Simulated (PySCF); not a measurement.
**ECD: SMILES N#C[C@@H]1C[C@H]1[GeH2][Br], C₄H₆BrGeN**

Geometry:
```csv
atom,x (Å),y (Å),z (Å)
N1,-2.089,1.916,2.007
C2,-1.525,1.413,1.148
C3,-0.814,0.767,0.102
C4,-1.127,-0.671,-0.205
C5,0.158,-0.330,0.484
Ge6,1.879,-0.498,-0.455
Br7,1.560,0.234,-2.585
H8,-0.568,1.421,-0.731
H9,-1.103,-0.960,-1.249
H10,-1.904,-1.157,0.366
H11,0.204,-0.558,1.543
H12,2.980,0.355,0.129
H13,2.344,-1.931,-0.571
```

Method used: TDDFT B3LYP/def2-SVPD circular dichroism and optical rotation, one conformer, gas phase in PySCF. Geometry: GFN2-xTB.

The molecule is flexible and this is one conformer; a measurement averages over conformers. The calculation is non-relativistic, which matters for the atoms heavier than Zn. Singlets 9 and 10 lie within 0.01 eV of each other, so their separate moments and overlaps can depend on how they mix.

Question: What are the CIP labels of the stereocentres?

Answer: C3 S, C5 R.

Question: Which excitations and rotatory strengths does the calculation give?

Answer: Rotatory strengths R in 10⁻⁴⁰ esu² cm², velocity form and length form (origin at the centre of mass); f in length form.
| state | E (eV) | λ (nm) | f | R (velocity) | R (length) | main |
| --- | --- | --- | --- | --- | --- | --- |
| 1 | 6.17 | 201 | 0.015 | +0.1 | -0.1 | HOMO−1→LUMO 0.50, HOMO→LUMO 0.48 |
| 2 | 6.24 | 199 | 0.019 | -3.2 | -3.1 | HOMO−1→LUMO 0.46, HOMO→LUMO 0.43 |
| 3 | 6.73 | 184 | 0.007 | +4.3 | +4.2 | HOMO−2→LUMO 0.85 |
| 4 | 7.12 | 174 | 0.003 | -7.7 | -8.0 | HOMO−3→LUMO 0.72 |
| 5 | 7.16 | 173 | 0.045 | -3.5 | -3.7 | HOMO→LUMO+2 0.37, HOMO−3→LUMO 0.18 |
| 6 | 7.25 | 171 | 0.023 | +25.6 | +26.0 | HOMO→LUMO+1 0.84 |
| 7 | 7.28 | 170 | 0.008 | -38.7 | -38.7 | HOMO−1→LUMO+1 0.89 |
| 8 | 7.38 | 168 | 0.003 | -4.9 | -4.8 | HOMO−1→LUMO+2 0.70, HOMO→LUMO+2 0.17 |
| 9 | 7.57 | 164 | 0.005 | +15.2 | +15.1 | HOMO−2→LUMO+1 0.33, HOMO−2→LUMO+2 0.15 |
| 10 | 7.57 | 164 | 0.093 | -38.4 | -38.6 | HOMO→LUMO+3 0.23, HOMO−2→LUMO+1 0.20 |
| 11 | 7.75 | 160 | 0.002 | +4.6 | +4.2 | HOMO−2→LUMO+2 0.30, HOMO−3→LUMO+1 0.19 |
| 12 | 7.78 | 159 | 0.021 | +14.0 | +13.3 | HOMO−2→LUMO+1 0.23, HOMO−3→LUMO+1 0.20 |
| 13 | 7.91 | 157 | 0.003 | 0.0 | +0.9 | HOMO→LUMO+4 0.66, HOMO−2→LUMO+2 0.10 |
| 14 | 7.96 | 156 | 0.024 | -34.4 | -33.9 | HOMO−1→LUMO+4 0.73 |
| 15 | 8.01 | 155 | 0.047 | +12.7 | +13.0 | HOMO−1→LUMO+3 0.57, HOMO−4→LUMO 0.18 |
| 16 | 8.04 | 154 | 0.010 | +13.8 | +13.3 | HOMO→LUMO+5 0.51, HOMO→LUMO+3 0.12 |

For state 13 the two forms differ in sign, so the sign of R isn't settled.

Among the states computed, the strongest CD band (largest |R|) is state 7. The largest dissymmetry factor in size, g = 4R/(D+G), with D and G the electric and magnetic dipole strengths, is -0.052 for state 7 (velocity form, f = 0.008), among bands with |R| over 0.5. The mirror image has the same energies and oscillator strengths and all R with the opposite sign.
